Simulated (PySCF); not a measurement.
# Bond lengths and vibrations by method: BH2NOSi

All numbers below are calculated, not measured. The program is PySCF 2.14.0, an open-source quantum chemistry code, run on an isolated molecule that a program drew, which may never have been made. The molecule is BH2NOSi (charge 0, singlet), drawn as the SMILES string `O=BN[SiH]`.

The geometry was optimised and harmonic frequencies were computed with HF and MP2, all in the cc-pV(D+d)Z basis, for the commonest isotopes, with a restricted reference for singlets and an unrestricted one otherwise, and a frozen core in MP2. Each result is a local minimum of its method.

Geometry at the HF minimum:
```xyz
6
BH2NOSi, angstrom
O    -1.8351    1.4930   -3.3090
B    -1.9912    0.8491   -2.3156
N    -2.1768    0.1016   -1.1476
Si   -1.8649   -1.6013   -0.9059
H    -2.5322    0.6240   -0.3657
H    -1.3814   -1.8439   -2.3187
```

Lengths of the bonds as drawn, in Å (atoms numbered as above):
| bond | HF | MP2 |
|---|---|---|
| O1-B2 | 1.194 | 1.226 |
| B2-N3 | 1.399 | 1.417 |
| N3-Si4 | 1.748 | 1.760 |
| N3-H5 | 1.005 | 1.020 |
| Si4-H6 | 1.513 | 1.519 |

Rotational constants, in GHz:
| constant | HF | MP2 |
|---|---|---|
| A | 34.92 | 32.62 |
| B | 2.897 | 2.87 |
| C | 2.675 | 2.638 |

Harmonic frequencies in cm^-1, each column in rising order, so a row needn't be the same motion in every method:
| rank | HF | MP2 |
|---|---|---|
| 1 | 175 | 160 |
| 2 | 261 | 252 |
| 3 | 528 | 473 |
| 4 | 587 | 517 |
| 5 | 720 | 706 |
| 6 | 738 | 718 |
| 7 | 971 | 920 |
| 8 | 1069 | 1001 |
| 9 | 1381 | ? |
| 10 | 2150 | 2007 |
| 11 | 2178 | 2111 |
| 12 | 3784 | 3608 |

**Estimate the missing MP2 frequency from the HF column.**

A single factor s that minimises the squared misfit of MP2 against s times HF over the other rows is sum(HF x MP2) / sum(HF^2) = 0.9513, with an rms misfit of 25 cm^-1. For rank 9 it gives 0.9513 x 1381 = 1314 cm^-1. The calculation gives 1262 cm^-1, 52 cm^-1 below the estimate. The drawn bonds are on average 1.3 % longer in MP2 than in HF.
